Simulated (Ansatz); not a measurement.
A run for Ansatz (a quantum-chemistry and plane-wave program): R-CCSD(T)/def2-TZVPPD on CdF2 (SMILES [F][Cd][F]), atoms moved off the minimum. Elements past Kr take the def2 small-core potentials; no spin–orbit coupling. Files ending in .json are basis or fitting sets from the Basis Set Exchange.

Ansatz 0.2 input:
```yaml
crystal:
  periodic: [false, false, false]
  atoms:
    - {symbol: Cd, position_ang: [-0.02241346, 0.01073162, 0.05105733]}
    - {symbol: F, position_ang: [-0.00614019, 0.03134773, -1.90519787]}
    - {symbol: F, position_ang: [-0.04375479, -0.05130858, 1.99946957]}
basis:
  gaussian:
    orbitals: def2-TZVPPD.json
magnetization: {spin_polarized: false}
correlation: {method: ccsd_t, electrons: outside_noble_gas}
scf: {lower_state_search: off}
output: {forces: true}
```

The head of its log:

```
WARN ansatz: RAYON_NUM_THREADS=1 ignored (pool sized by the plan → 1); use --threads N
Functional definition: HF
these checks for a lower state are left out or cut short: starts, cluster_reference, orbital_swaps, neighbouring_geometries, increment
integrals: 0.26 GiB planned
916 factors; integrals over basis functions are off by at most 8.0e-4 eV
mean field: 0.34 GiB planned
mean field evaluation 1: about -9951.9363 eV, gradient 4.6e1 eV
mean field evaluation 2: about -9952.1195 eV, gradient 4.7e1 eV
mean field evaluation 4: about -9955.5868 eV, gradient 1.6e0 eV
mean field evaluation 8: about -9955.6118 eV, gradient 2.5e-1 eV
mean field evaluation 16: about -9955.6120 eV, gradient 3.5e-6 eV
mean field -9955.61197584 eV, -365.8619919558 hartree, gradient 3.5e-6 eV, S^2 0.000000; 0 other end points of the search recorded, 0 dependent functions left out
6 core orbitals not correlated
reference -9955.61197584 eV, -365.8619919558 hartree; 13, 13 occupied and 117, 117 virtual orbitals, 916 factors
too little memory for Intel AMX tiles; the run may be slower
densities: 1.29 GiB planned
```

Question: Predict the final total energy.

Answer: -366.8145 hartree (reference determinant -365.8620, T1 diagnostic 0.020).
